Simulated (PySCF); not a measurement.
CHN, charge -1, doublet, at a GFN2-xTB geometry (a state made from the parent by changing its charge; the spin is typed, not shown lowest) (in this run its highest filled SCF level lies above zero, so its values depend strongly on the basis, on diffuse functions most of all). Base run: PySCF with MN15/def2-SVP.

Input for PySCF:
```python
from pyscf import gto, scf, dft

mol = gto.Mole()
mol.atom = '''
    C    -0.47037547    0.30848606   -0.07955998
    N     0.62066022   -0.22242958    0.06955599
    H    -1.52236873   -0.29390926   -0.00953208
'''
mol.basis = 'def2-svp'
mol.charge = -1
mol.spin = 1
mol.verbose = 4
mol.build()

mf = dft.UKS(mol)
mf.xc = 'mn15'
mf.kernel()
```

Each row names what was changed in the base input (with any setting that the change needs).

```json
[
 {"change": "base", "ΔE vs base (µEh)": "0.0", "grid points": "37832", "electrons on the grid": "15.00000"},
 {"change": "grids.radi_method = delley", "ΔE vs base (µEh)": "0.1", "grid points": "40024", "electrons on the grid": "15.00000"},
 {"change": "grids.level = 2", "ΔE vs base (µEh)": "0.0", "grid points": "27576", "electrons on the grid": "15.00000"},
 {"change": "grids.level = 5", "ΔE vs base (µEh)": "-1.8", "grid points": "108632", "electrons on the grid": "15.00000"},
 {"change": "grids.level = 4", "ΔE vs base (µEh)": "-1.7", "grid points": "72192", "electrons on the grid": "15.00000"},
 {"change": "grids.atom_grid = (75, 302)", "ΔE vs base (µEh)": "0.0", "grid points": "42864", "electrons on the grid": "15.00000"},
 {"change": "grids.atom_grid = (99, 590)", "ΔE vs base (µEh)": "-1.8", "grid points": "95144", "electrons on the grid": "15.00000"},
 {"change": "small_rho_cutoff = 0", "ΔE vs base (µEh)": "0.0", "grid points": "37832", "electrons on the grid": "15.00000"},
 {"change": "grids.prune = dft.gen_grid.treutler_prune", "ΔE vs base (µEh)": "3.3", "grid points": "33080", "electrons on the grid": "15.00000"},
 {"change": "grids.atom_grid = (150, 974)", "ΔE vs base (µEh)": "-1.9", "grid points": "237424", "electrons on the grid": "15.00000"},
 {"change": "grids.level = 0", "ΔE vs base (µEh)": "-6957", "grid points": "2768", "electrons on the grid": "14.99514"}
]
```

Open shells are given as the SCF converged; they aren't shown to be the lowest states, and a large step between rows can be another state.
